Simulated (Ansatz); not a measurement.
`O[SiH](Cl)[O][GeH3]` + H₂O → `O[SiH](O)[O][GeH3]` + HCl  (formal hydrolysis of the Si–Cl bond)

Calculated with Ansatz (gas phase, PBE0-D4/def2-TZVP geometries, no zero-point term in ΔE). CCSD(T)/CBS is the MP2 limit (def2-TZVPP, def2-QZVPP) plus CCSD(T) − MP2 in def2-TZVPP, frozen cores. This one scheme is used for every species. Functionals use def2-TZVPP. B3LYP here is the variant with VWN-RPA as its local correlation; programs differ in this. For Ge outer-core shells are correlated without core-valence functions, which leaves a few kJ/mol of doubt a bond. Scalar relativity is left out up to krypton. Each species was taken in one conformer, which may not be the lowest.

```
         level  ΔE (kcal/mol)
        PBE-D4            1.0
         B3LYP           -1.7
MP2/def2-TZVPP           -0.5
 HF/def2-QZVPP           -2.7
```

Q: What does CCSD(T)/CBS give? (Best estimate.)

A: Computed: -0.2 kcal/mol. The listed levels differ from it by 1.2, -1.5, -0.3, -2.5 kcal/mol.

Largest T1 diagnostic among the species: 0.012.

The D4 term adds +1.1 kcal/mol with B3LYP and +0.6 kcal/mol with PBE0; it sums over pairs of atoms, weighted by their polarisabilities, and B3LYP, whose exchange is more repulsive, gets the larger term. In def2-TZVPP, CCSD(T) changes the Hartree–Fock value by +1.0 kcal/mol (the triples alone add +0.3 kcal/mol) and MP2 by +2.1 kcal/mol.
